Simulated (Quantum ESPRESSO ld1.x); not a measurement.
Species: the strontium ion Sr3+. Configuration: [Ar] 3d10 4s2 4p5.

Calculated with ld1.x of Quantum ESPRESSO 7.5: Dirac Kohn-Sham, BLYP, spin-unpolarised, spherical densities, point nucleus; open shells fill j = l - 1/2 first.

Energy parts (eV):
total: -86480
kinetic: 89090
electron-nucleus: -207645
Hartree: 34924
exchange-correlation: -2850

Orbitals (lengths in bohr, moments of r in powers of bohr; r(90%) holds 90 % of the orbital's charge):
| orbital | occ. | eigenvalue (eV) | <r> | r(90%) |
|---|---|---|---|---|
| 1s1/2 | 2 | -15965.134 | 0.03916 | 0.0701 |
| 2s1/2 | 2 | -2187.636 | 0.1722 | 0.267 |
| 2p1/2 | 2 | -1993.941 | 0.1474 | 0.241 |
| 2p3/2 | 4 | -1925.478 | 0.1516 | 0.247 |
| 3s1/2 | 2 | -363.432 | 0.4919 | 0.730 |
| 3p1/2 | 2 | -293.104 | 0.4912 | 0.747 |
| 3p3/2 | 4 | -282.595 | 0.5017 | 0.762 |
| 3d3/2 | 4 | -159.072 | 0.4955 | 0.803 |
| 3d5/2 | 6 | -157.236 | 0.4991 | 0.809 |
| 4s1/2 | 2 | -68.801 | 1.324 | 1.93 |
| 4p1/2 | 2 | -50.821 | 1.476 | 2.19 |
| 4p3/2 | 3 | -49.524 | 1.504 | 2.23 |

The highest occupied level is 4p3/2 at -49.524 eV. Summed over all electrons, <r^2> = 22.25 bohr^2, which gives a Langevin (diamagnetic) susceptibility term of -17.6 x 10^-6 cm^3/mol. The density falls to 0.001 e/bohr^3 at r = 3.16 bohr.
